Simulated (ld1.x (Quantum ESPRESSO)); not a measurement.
How hard is this bromine ultrasoft potential?

ld1.x (Quantum ESPRESSO) 7.5 input, shortened:

```
&input
   title='Br', zed=35., rel=1, dft='PZ', iswitch=3,
   config='[Ar] 3d10 4s2 4p5'
 /
 &inputp
   pseudotype=3, tm=.true., lloc=-1, rcloc=2.00,
   nlcc=.true., new_core_ps=.true.,
   which_augfun='PSQ', rmatch_augfun_nc=.true.
 /
6
4S  1  0   2.00   0.00  1.25  1.65  0.0
4S  1  0   0.00  -0.15  1.25  1.65  0.0
4P  2  1   5.00   0.00  1.70  2.10  0.0
4P  2  1   0.00   3.80  1.70  2.10  0.0
3D  3  2  10.00   0.00  0.70  0.90  0.0
3D  3  2   0.00  -3.95  0.70  0.90  0.0
 &test
   configts(1)='3d10 4s2 4p5'
 /
```

The pseudo-atom Hamiltonian at the reference potential is diagonalised in spherical Bessel functions j_l(qr) that vanish at 20 bohr, with q² up to the cutoff. All-electron valence levels (Ry): 4s -1.4936, 4p -0.5885, 3d -4.9245.

How do the lowest levels (Ry) of each channel move with the cutoff, and are there ghosts?

```json
{"cutoff (Ry)": "8", "s #1": "-1.4927", "s #2": "-0.0316", "p #1": "-0.5600", "p #2": "0.0345", "d #1": "0.0708", "d #2": "0.1443", "f #1": "0.1183", "f #2": "0.2526", "Σ f·Δε (mRy)": "50099.0"}
{"cutoff (Ry)": "18", "s #1": "-1.4934", "s #2": "-0.0319", "p #1": "-0.5886", "p #2": "0.0336", "d #1": "0.0276", "d #2": "0.0829", "f #1": "0.1183", "f #2": "0.2526", "Σ f·Δε (mRy)": "49522.8"}
{"cutoff (Ry)": "35", "s #1": "-1.4937", "s #2": "-0.0320", "p #1": "-0.5887", "p #2": "0.0336", "d #1": "-1.0767", "d #2": "0.0734", "f #1": "0.1183", "f #2": "0.2526", "Σ f·Δε (mRy)": "38478.1"}
{"cutoff (Ry)": "55", "s #1": "-1.4938", "s #2": "-0.0320", "p #1": "-0.5887", "p #2": "0.0336", "d #1": "-3.3666", "d #2": "0.0724", "f #1": "0.1183", "f #2": "0.2526", "Σ f·Δε (mRy)": "15578.9"}
{"cutoff (Ry)": "90", "s #1": "-1.4938", "s #2": "-0.0320", "p #1": "-0.5887", "p #2": "0.0336", "d #1": "-4.7720", "d #2": "0.0720", "f #1": "0.1183", "f #2": "0.2526", "Σ f·Δε (mRy)": "1525.0"}
{"cutoff (Ry)": "140", "s #1": "-1.4938", "s #2": "-0.0320", "p #1": "-0.5887", "p #2": "0.0336", "d #1": "-4.9218", "d #2": "0.0720", "f #1": "0.1183", "f #2": "0.2526", "Σ f·Δε (mRy)": "27.0"}
{"cutoff (Ry)": "230", "s #1": "-1.4938", "s #2": "-0.0320", "p #1": "-0.5887", "p #2": "0.0336", "d #1": "-4.9243", "d #2": "0.0720", "f #1": "0.1183", "f #2": "0.2526", "Σ f·Δε (mRy)": "2.4"}
{"cutoff (Ry)": "400", "s #1": "-1.4938", "s #2": "-0.0320", "p #1": "-0.5887", "p #2": "0.0336", "d #1": "-4.9245", "d #2": "0.0720", "f #1": "0.1183", "f #2": "0.2526", "Σ f·Δε (mRy)": "0.0"}
```

Result: no extra level below or beside the all-electron valence levels (s, p, d, f tested); 10 mRy is reached at 200 Ry and 1 mRy at over 300 Ry.

Its largest configuration-test error is -1062 meV.
